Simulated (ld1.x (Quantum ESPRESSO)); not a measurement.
## thallium (Tl), TM: configuration errors across variants

| Item | Value |
| --- | --- |
| Element | Tl (Z = 81) |
| Generator | ld1.x (Quantum ESPRESSO) 7.5 |
| Type | norm-conserving Troullier–Martins (Kleinman–Bylander form) |
| Functional | PBE |
| Relativity | scalar-relativistic |
| Frozen core | [Xe] 4f14 5d10 |
| Valence charge | 3 |
| Reference configuration | 6s2 6p0.5 (charge +0.5) |
| Partial waves | 6s (bound): rc 1.75 bohr; 6p (bound): rc 2.25 bohr |
| Local potential | all-electron potential smoothed inside 1.60 bohr (lloc = -1) |
| Core correction | none |

All-electron excitation energies from the reference (eV): (1) 6s2 6p1 -1.853; (2) 6s2 6p0 3.314; (3) 6s1 6p0 24.093; (4) 6s0 6p3 13.357; (5) 6s1 6p2 5.549; (6) 6s2 6p1.3 -2.347; (7) 6s1 6p1 11.591.

3 further variants failed, have other tests or another functional or relativity, and are left out.

A true bound ghost makes a file unfit for plane-wave use even where its test errors are small: the radial tests pick states by their node count and pass the ghost by.

Errors AE − PS in meV (a dash: test not solved or not reliable):

| change | (1) | (2) | (3) | (4) | (5) | (6) | (7) | bound ghosts |
| --- | --- | --- | --- | --- | --- | --- | --- | --- |
| base | +12 | +18 | +91 | +294 | +93 | +24 | +5.6 | s, p, d |
| all radii scaled by about 0.92 (s 1.60, p 2.06 bohr); local potential all-electron potential smoothed inside 1.48 bohr (lloc = -1) | +13 | +18 | +86 | +329 | +96 | +25 | +7.8 | s, p, d |
| local potential the s channel | +13 | +18 | +96 | +296 | +93 | +26 | +10 | none |

Question: Give the same row for: local potential all-electron potential smoothed inside 2.42 bohr (lloc = -1).

Answer: +13, +18, +102, +296, +93, +26, +12; bound ghosts: d.
